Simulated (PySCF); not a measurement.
C₃H₅B.
SMILES with atom numbers: `[BH2:1][CH2:2][C:3]#[CH:4]` (hydrogens: H5, H6 on B1; H7, H8 on C2; H9 on C4)

All values: PBE0/pcSseg-1 and PBE0/def2-SVPD (PySCF, non-relativistic), on one gas-phase PBE0-D3(BJ)/def2-SVP geometry that isn't relaxed in the solvent. The solvent is an IEF-PCM continuum (Bondi radii, 1.10 Å for H, scaled by 1.2). The model holds no explicit solvent molecules, cavitation or dispersion.

Gas phase at PBE0/pcSseg-1: HOMO -7.54 eV, LUMO -1.60 eV, dipole 0.79 D.

Task: What does the continuum do to the energy, the frontier levels and the dipole at PBE0/pcSseg-1 in benzene and tetrahydrofuran?

Result: 
```tsv
solvent	ε	E(solvent) − E(gas) (kcal/mol)	polarisation term (kcal/mol)	distortion of the solute (kcal/mol)	HOMO (eV)	LUMO (eV)	dipole (D)
benzene	2.271	-1.67	-1.75	0.08	-7.60	-1.50	0.95
tetrahydrofuran	7.426	-3.09	-3.38	0.29	-7.66	-1.44	1.09
```

The first energy column is the sum of the next two and covers electrostatics alone. From benzene to tetrahydrofuran the lowering changes by a factor 1.85, Onsager's factor (ε − 1)/(2ε + 1) by 1.77 and ε itself by 3.3.

Task: Which IAO charges (PBE0/pcSseg-1) respond most in benzene (means over atoms taken as equivalent)?

Result: 
```
atoms                environment  gas (e)  solvent (e)  change
   C4     terminal alkyne carbon   -0.262       -0.276  -0.014
   H9            alkyne hydrogen   +0.198       +0.204  +0.006
H7/H8         methylene hydrogen   +0.191       +0.198  +0.007
   C2  sp3 carbon bound to boron   -0.427       -0.431  -0.004
   B1     three-coordinate boron   +0.103       +0.106  +0.003
   C3              alkyne carbon   -0.020       -0.022  -0.002
H5/H6               B–H hydrogen   +0.013       +0.012  -0.001
```

Task: How do the nuclear quadrupole coupling constants eQVzz/h respond in benzene?

Result: 
| nucleus | Q (barn) | gas (MHz) | solvent (MHz) | η gas | η solvent |
| --- | --- | --- | --- | --- | --- |
| 11B at B1 | 0.04059 | 6.06 | 6.05 | 0.03 | 0.03 |

Gas phase at PBE0/def2-SVPD: HOMO -7.57 eV, LUMO -1.60 eV, dipole 0.80 D.

Task: What does the continuum do to the energy, the frontier levels and the dipole at PBE0/def2-SVPD in benzene and tetrahydrofuran?

Result: 
| solvent | ε | E(solvent) − E(gas) (kcal/mol) | polarisation term (kcal/mol) | distortion of the solute (kcal/mol) | HOMO (eV) | LUMO (eV) | dipole (D) |
| --- | --- | --- | --- | --- | --- | --- | --- |
| benzene | 2.271 | -1.60 | -1.69 | 0.09 | -7.62 | -1.50 | 0.96 |
| tetrahydrofuran | 7.426 | -2.97 | -3.30 | 0.33 | -7.67 | -1.45 | 1.11 |

Task: How does the static polarisability (PBE0/def2-SVPD, frozen core, with the continuum's full static response) change?

Result: 
| medium | isotropic (au) | principal values (au) | ⟨r²⟩ of the electrons (bohr²) |
| --- | --- | --- | --- |
| gas | 49.7 | 36.6, 43.8, 68.6 | 324.3 |
| benzene | 55.8 | 41.0, 49.3, 77.3 | 324.2 |
| tetrahydrofuran | 61.6 | 45.7, 54.8, 84.4 | 324.1 |

The isotropic value in tetrahydrofuran is 1.24 times the gas-phase one; no cavity-field correction is applied. ⟨r²⟩ is taken about the centre of nuclear charge.
